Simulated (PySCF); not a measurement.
Isomers of C5H11Cl2FSi, mass 187.999 u with the commonest isotopes. Theory: PBE0/pcSseg-1 in PySCF (dipole) on a GFN2-xTB geometry, gas phase. One conformer each, none proved a minimum here; rigid rotors.

Problem. Order these by rotational constant A, largest first.
A. `[CH3:1][C@@H:2]([F:3])[Si@@H:4]([CH3:5])[CH2:6][CH:7]([Cl:8])[Cl:9]` with C1–C2–Si4–C5 72°, C2–Si4–C6–C7 70°, Si4–C6–C7–Cl8 -177°
B. `[CH3:1][C@@H:2]([CH2:3][CH:4]([Cl:5])[Cl:6])[C@@H:7]([F:8])[SiH3:9]` with C1–C2–C3–C4 179°, C2–C3–C4–Cl5 55°, C1–C2–C7–F8 -71°
C. `[CH3:1][SiH2:2][C@@:3]([F:4])([Cl:5])[CH2:6][CH2:7][CH2:8][Cl:9]` with C1–Si2–C3–F4 -51°, Si2–C3–C6–C7 -179°, C3–C6–C7–C8 -173°, C6–C7–C8–Cl9 -63°
D. `[CH3:1][CH2:2][C@:3]([CH3:4])([CH2:5][F:6])[SiH:7]([Cl:8])[Cl:9]` with C1–C2–C3–C4 51°, C2–C3–C5–F6 -66°, C2–C3–Si7–Cl8 178°
E. `[CH3:1][CH2:2][SiH2:3][C@:4]([CH3:5])([F:6])[CH:7]([Cl:8])[Cl:9]` with C1–C2–Si3–C4 -179°, C2–Si3–C4–C5 80°, Si3–C4–C7–Cl8 -174°
F. `[CH3:1][C@@H:2]([F:3])[Si@H:4]([CH3:5])[CH2:6][CH:7]([Cl:8])[Cl:9]` with C1–C2–Si4–C5 51°, C2–Si4–C6–C7 162°, Si4–C6–C7–Cl8 54°

Solution. C (1824 MHz), E (1748 MHz), B (1635 MHz), F (1459 MHz), A (1383 MHz), D (1177 MHz).

Problem. Order these by dipole moment, smallest first.
A. `[CH3:1][C@@H:2]([F:3])[Si@@H:4]([CH3:5])[CH2:6][CH:7]([Cl:8])[Cl:9]` with C1–C2–Si4–C5 72°, C2–Si4–C6–C7 70°, Si4–C6–C7–Cl8 -177°
B. `[CH3:1][CH2:2][C@:3]([CH3:4])([CH2:5][F:6])[SiH:7]([Cl:8])[Cl:9]` with C1–C2–C3–C4 51°, C2–C3–C5–F6 -66°, C2–C3–Si7–Cl8 178°
C. `[CH3:1][C@@H:2]([F:3])[Si@H:4]([CH3:5])[CH2:6][CH:7]([Cl:8])[Cl:9]` with C1–C2–Si4–C5 51°, C2–Si4–C6–C7 162°, Si4–C6–C7–Cl8 54°
D. `[CH3:1][C@@:2]([CH2:3][F:4])([CH2:5][Cl:6])[CH2:7][SiH2:8][Cl:9]` with C1–C2–C3–F4 56°, C1–C2–C5–Cl6 174°, C1–C2–C7–Si8 -68°, C2–C7–Si8–Cl9 171°
E. `[CH3:1][SiH2:2][C@@:3]([F:4])([Cl:5])[CH2:6][CH2:7][CH2:8][Cl:9]` with C1–Si2–C3–F4 -51°, Si2–C3–C6–C7 -179°, C3–C6–C7–C8 -173°, C6–C7–C8–Cl9 -63°
F. `[CH3:1][C@@H:2]([CH2:3][CH:4]([Cl:5])[Cl:6])[C@@H:7]([F:8])[SiH3:9]` with C1–C2–C3–C4 179°, C2–C3–C4–Cl5 55°, C1–C2–C7–F8 -71°

Solution. D (1.71 D), E (1.89 D), F (2.21 D), B (2.39 D), C (3.48 D), A (4.21 D).

Problem. Order these by rotational constant C, largest first.
A. `[CH3:1][C@@H:2]([F:3])[Si@H:4]([CH3:5])[CH2:6][CH:7]([Cl:8])[Cl:9]` with C1–C2–Si4–C5 51°, C2–Si4–C6–C7 162°, Si4–C6–C7–Cl8 54°
B. `[CH3:1][C@@H:2]([CH2:3][CH:4]([Cl:5])[Cl:6])[C@H:7]([F:8])[SiH3:9]` with C1–C2–C3–C4 -157°, C2–C3–C4–Cl5 64°, C1–C2–C7–F8 180°
C. `[CH3:1][SiH2:2][C@@:3]([F:4])([Cl:5])[CH2:6][CH2:7][CH2:8][Cl:9]` with C1–Si2–C3–F4 -51°, Si2–C3–C6–C7 -179°, C3–C6–C7–C8 -173°, C6–C7–C8–Cl9 -63°
D. `[CH3:1][CH2:2][C@:3]([CH3:4])([CH2:5][F:6])[SiH:7]([Cl:8])[Cl:9]` with C1–C2–C3–C4 51°, C2–C3–C5–F6 -66°, C2–C3–Si7–Cl8 178°
E. `[CH3:1][C@@H:2]([F:3])[Si@@H:4]([CH3:5])[CH2:6][CH:7]([Cl:8])[Cl:9]` with C1–C2–Si4–C5 72°, C2–Si4–C6–C7 70°, Si4–C6–C7–Cl8 -177°

Solution. D (575.4 MHz), E (477.1 MHz), B (446.6 MHz), A (434.8 MHz), C (410.3 MHz).

```tsv
SMILES	point group	Ia (u·Å²)	Ib (u·Å²)	Ic (u·Å²)	κ	μa (D)	μb (D)	μc (D)
C[SiH2][C@@](F)(Cl)CCCCl	C1	277.12	1187.82	1231.71	-0.98	0.91	1.00	1.33
C[C@@H](F)[Si@H](C)CC(Cl)Cl	C1	346.38	1029.69	1162.37	-0.89	2.12	1.25	2.47
C[C@@H](CC(Cl)Cl)[C@@H](F)[SiH3]	C1	309.08	1068.84	1144.33	-0.95	2.00	0.23	0.93
C[C@@H](F)[Si@@H](C)CC(Cl)Cl	C1	365.55	994.23	1059.19	-0.93	3.69	1.69	1.12
C[C@@](CF)(CCl)C[SiH2]Cl	C1	348.46	992.72	1169.03	-0.85	0.34	1.43	0.87
CC[C@](C)(CF)[SiH](Cl)Cl	C1	429.40	661.00	878.24	-0.37	2.04	0.53	1.13
C[C@@H](CC(Cl)Cl)[C@H](F)[SiH3]	C1	306.78	1109.91	1131.49	-0.99	2.91	0.56	1.81
CC[SiH2][C@](C)(F)C(Cl)Cl	C1	289.12	911.99	1075.18	-0.87	2.05	0.36	0.51
```
